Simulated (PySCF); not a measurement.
**Bond curve of GaN⁺**

Set-up: PySCF, no relativity, basis sets Ga 6-31G(d,p), N 6-31G(d,p). Energies in eV from Ga⁺ + N in their ground configurations at the same level. State: ⁴Σ⁻ (quartet), unpaired electrons σ ↑, π ↑↑.

```csv
R (Å),revPBE
2.220,-0.1970
2.324,-0.2308
2.427,-0.2460
2.505,-0.2492
2.582,-0.2476
2.659,-0.2423
2.763,-0.2313
2.892,-0.2136
3.047,-0.1898
3.253,-0.1581
```

Question: Put a parabola through the three lowest points of the revPBE curve and estimate Re, k and ωe (reduced mass 11.64 u; 1 eV/Å² = 0.16022 mdyn/Å; ωe = 1302.8·√(k/μ) cm⁻¹).

Answer: Through R = 2.427, 2.505, 2.582 Å the second-order coefficient is 0.399 eV/Å², so Re ≈ 2.517 Å, k ≈ 0.128 mdyn/Å and ωe ≈ 136 cm⁻¹. A polynomial fit of higher order to the unrounded revPBE energies gives Re = 2.513 Å, k = 0.125 mdyn/Å, ωe = 135 cm⁻¹; anharmonicity and rounding make the difference.

The higher-order fit for each curve: revPBE: Re = 2.513 Å, ωe = 135 cm⁻¹, De = 0.249 eV.

The bond is weak. Basis-set superposition, not corrected here, can be much of De in a small basis, most of all at correlated wavefunction levels. Spin–orbit coupling is left out. For an ion De counts to the pair picked by the measured ionisation energies or electron affinities, which need not be the lowest pair at this level. The state is the lowest determinant that a PBE0 search found; another state may lie lower at other levels.
